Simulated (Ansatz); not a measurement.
Species: KI (charge 0, singlet). 
Geometry from a B3LYP-D3(BJ)/def2-TZVP (Ansatz, an electronic-structure program) optimisation:
```
K
I 1 3.0921
```

Basis-set convergence of Hartree-Fock and CCSD(T) correlation energies (hartree) with Ansatz. Valence correlation only, unless marked. No spin-orbit coupling. The frozen core is the preceding noble-gas configuration, with the filled d and f shells of earlier blocks. The outer core of K, Ca and their heavier congeners is not correlated, a term that matters for these elements. Past Kr the def2 sets carry scalar-relativistic core potentials.

| basis | functions | E(HF) | E(corr, CCSD(T)) |
|---|---|---|---|
| def2-SVPD | 62 | -895.82773 | -0.12076 |
| def2-TZVPPD | 95 | -895.90884 | -0.16500 |
| def2-QZVPPD | 161 | -895.92158 | -0.18830 |

Extrapolating the two largest sets (X = 3 and 4) as X^-3: E(corr) = (64·(-0.18830) - 27·(-0.16500))/37 = -0.2053 Eh, an estimate of the basis-set limit. The largest set recovers 91.7 % of it, the smallest 58.8 %.
